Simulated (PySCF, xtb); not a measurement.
Si(OSiH3)(H)2(Me) (CH8OSi2), SMILES C[SiH2]O[SiH3].

GFN2-xTB (xtb 6.7.1) at its own geometry gives an orbital gap of 5.60 eV and a dipole moment of 0.60 D.

Geometry optimised at PBE0-D3(BJ)/def2-SVP. The values are those of a single conformer.

### Question
What does HF/def2-TZVP run with PySCF give? (Estimate from the structure and the level; the computed values follow.)

### Answer
gap 15.13 eV (levels -12.01 and 3.12 eV), dipole 0.56 D.
